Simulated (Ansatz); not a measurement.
```xyz
2

Ag    0.0000    0.0000   -0.6601
Cl    0.0000    0.0000    1.8250
```

Basis set: def2-TZVP (spherical functions, with the set's core potentials past Kr). Correlated methods keep 5 orbitals frozen. Charge 0, multiplicity 1.

Computed with Ansatz (development build ahead of 0.2.0); each method stands on the lowest determinant of its kind that the runs found. Restricted open shells among the atoms or ions are ROHF, correlated in semicanonical orbitals with singles.

Give the atomization energy at this shape (free ground-state atoms in the same class of orbitals less the molecule, no zero-point energy) of singlet AgCl by RHF-MP2, RHF.

```json
{"method": "RHF-MP2", "atomization energy": "3.03 eV"}
{"method": "RHF", "atomization energy": "2.28 eV"}
```

Caution: the shape is not the minimum.
